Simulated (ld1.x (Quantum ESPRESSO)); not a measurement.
**Pseudopotential generation for N (Z = 7): ultrasoft, Wu–Cohen, scalar-relativistic.**

N (Z = 7), ultrasoft, made with ld1.x (Quantum ESPRESSO) 7.5 (Wu–Cohen, scalar-relativistic). Core [He], reference 2s1 2p4. Waves: 2s (bound): rcut 0.65, rcutus 0.90 bohr; 2s channel at 3.75 Ry: rcut 0.65, rcutus 0.90 bohr; 2p (bound): rcut 1.75, rcutus 2.10 bohr; 2p channel at 1.5 Ry: rcut 1.75, rcutus 2.10 bohr; 3d channel at 0.4 Ry: rcut 1.25, rcutus 1.75 bohr; 3d channel at 1.45 Ry: rcut 1.25, rcutus 1.75 bohr. Local part: all-electron potential smoothed inside 0.70 bohr (lloc = -2). Core correction: none. Augmentation charge: built from norm-conserving waves at rcut, not smoothed further.

All-electron outer shells of the reference configuration (Wu–Cohen, scalar-relativistic, ld1.x):

```json
{"shell": "1s", "level (eV)": "-384.76", "outermost node (bohr)": "–", "outermost maximum (bohr)": "0.15"}
{"shell": "2s", "level (eV)": "-18.92", "outermost node (bohr)": "0.32", "outermost maximum (bohr)": "1.02"}
{"shell": "2p", "level (eV)": "-7.47", "outermost node (bohr)": "–", "outermost maximum (bohr)": "0.97"}
```

Task: Is the overlap operator S = 1 + Σ q|β⟩⟨β| positive definite (Bessel basis up to 400 Ry)?

Result: No: its lowest eigenvalue is -11.300, in the p channel, so the generalised eigenproblem breaks down once the basis is large enough.

Its largest configuration-test error is -117 meV (2s2 2p2). Test run stopped at test 3 of 7 (negative rho).

The ghost test of this file was not conclusive. Its overlap operator is not positive definite in a basis up to 400 Ry (lowest eigenvalue p -11.30, d -3.20), so the file is unfit for use: the generalised eigenproblem breaks down once the basis is large enough, and its test numbers describe a broken file.
